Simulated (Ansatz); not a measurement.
Cost and result for the atomization energy of `[OH][GeH2][NH][SiH](O)F` (12 atoms, 11 bonds).

```csv
atom,x (Å),y (Å),z (Å)
O1,-0.345,-1.477,-1.201
Ge2,-1.419,-0.248,-0.445
N3,-0.268,1.056,0.086
Si4,1.254,0.794,0.830
O5,1.598,-0.789,0.754
F6,2.311,1.707,0.057
H7,-0.736,-2.354,-1.237
H8,-2.394,0.334,-1.480
H9,-2.133,-0.942,0.727
H10,-0.442,1.964,-0.317
H11,1.345,1.207,2.240
H12,1.229,-1.251,-0.015
```

Total charge 0; spin multiplicity 1. Correlated methods include outer-core shells of Ge, which these sets cover unevenly. Scalar relativity is left out up to krypton. Geometry: relaxed with PBE0-D4/def2-TZVP. It is one conformer, not always the lowest. Program: Ansatz. All runs use 2 threads of an AMD EPYC 7R13 on a shared host and a share of an NVIDIA H100 80 GB. Times are those of one run each, without the atoms' runs, and a repeat can differ threefold. Electronic energies, without spin–orbit coupling; frozen cores. CCSD(T)/CBS adds CCSD(T) − MP2 in def2-TZVPP to the MP2 limit, and its time is that of the two runs behind it. T1 = 0.012. With those shells the extrapolation isn't a true limit. B3LYP takes the VWN-RPA correlation (the form of Gaussian; ORCA's B3LYP/G).

CCSD(T)/CBS is a level of theory with its own doubt, some kJ/mol a heavy atom from the limit and from the frozen cores, so smaller differences don't rank the functionals.

```csv
level,functions,wall time
B2PLYP/def2-TZVPP,298,3.7 s
PBE0-D4/def2-TZVPP,298,3.8 s
B3LYP-D4/def2-TZVPP (with forces),298,4.2 s
r2SCAN-D4/def2-TZVPP (with forces),298,4.3 s
PBE-D4/def2-TZVPP (with forces),298,4.3 s
ωB97X-V/def2-TZVPP,298,4.5 s
MP2/def2-QZVPP,567,5.5 s
ωB97M-V/def2-TZVPP (with forces),298,6 s
CCSD(T)/def2-TZVPP,298,10 s
CCSD(T)/CBS(def2),–,16 s
```

What atomization energy does each give, and how far from CCSD(T)/CBS? (Estimate.)

Computed: 
```json
{"level": "B2PLYP/def2-TZVPP", "atomization (kJ/mol)": "4300.5", "difference from CCSD(T)/CBS": "-87.4", "per bond": "-7.9"}
{"level": "PBE0-D4/def2-TZVPP", "atomization (kJ/mol)": "4288.0", "difference from CCSD(T)/CBS": "-99.9", "per bond": "-9.1"}
{"level": "B3LYP-D4/def2-TZVPP (with forces)", "atomization (kJ/mol)": "4327.1", "difference from CCSD(T)/CBS": "-60.8", "per bond": "-5.5"}
{"level": "r2SCAN-D4/def2-TZVPP (with forces)", "atomization (kJ/mol)": "4346.4", "difference from CCSD(T)/CBS": "-41.5", "per bond": "-3.8"}
{"level": "PBE-D4/def2-TZVPP (with forces)", "atomization (kJ/mol)": "4386.1", "difference from CCSD(T)/CBS": "-1.8", "per bond": "-0.2"}
{"level": "ωB97X-V/def2-TZVPP", "atomization (kJ/mol)": "4375.5", "difference from CCSD(T)/CBS": "-12.4", "per bond": "-1.1"}
{"level": "MP2/def2-QZVPP", "atomization (kJ/mol)": "4435.6", "difference from CCSD(T)/CBS": "47.7", "per bond": "4.3"}
{"level": "ωB97M-V/def2-TZVPP (with forces)", "atomization (kJ/mol)": "4358.0", "difference from CCSD(T)/CBS": "-29.9", "per bond": "-2.7"}
{"level": "CCSD(T)/def2-TZVPP", "atomization (kJ/mol)": "4254.1", "difference from CCSD(T)/CBS": "-133.8", "per bond": "-12.2"}
{"level": "CCSD(T)/CBS(def2)", "atomization (kJ/mol)": "4387.9", "difference from CCSD(T)/CBS": "0.0", "per bond": "0.0"}
```

From PBE to PBE0 (25 % exact exchange), in def2-TZVPP and without D4, the atomization energy moves by −93.6 kJ/mol: exact exchange takes away binding that semilocal exchange gives to molecules. In def2-TZVPP, CCSD(T) changes the Hartree–Fock value by +1224.5 kJ/mol (the triples alone add +70.1 kJ/mol) and MP2 by +1325.3 kJ/mol; breaking electron pairs costs correlation energy, which Hartree–Fock lacks. The D4 term adds +47.2 kJ/mol with B3LYP and +24.8 kJ/mol with PBE0; it sums over pairs of atoms, weighted by their polarisabilities, and B3LYP, whose exchange is more repulsive, gets the larger term.
